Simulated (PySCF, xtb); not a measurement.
C3H3ClF2, SMILES F[C@@H]1[C@H](F)[C@H]1Cl.

Harmonic wavenumbers (cm⁻¹) from GFN2-xTB (xtb 6.7.1) at its own minimum, in rising order: 186, 204, 228, 323, 363, 598, 780, 850, 903, 995, 999, 1031, 1101, 1127, 1167, 1200, 1266, 1402, 3045, 3047, 3061.

Task: What does PySCF with PBE-D3(BJ)/def2-SVP give at its own minimum? (Estimate from the structure and the level; the computed values follow.)

Result: 168, 206, 232, 308, 369, 637, 789, 822, 891, 977, 1001, 1045, 1101, 1142, 1159, 1221, 1313, 1436, 3077, 3084, 3107. Paired by order, the mean absolute difference is 19 cm⁻¹ and the zero-point energies are 34.1 and 34.4 kcal/mol.
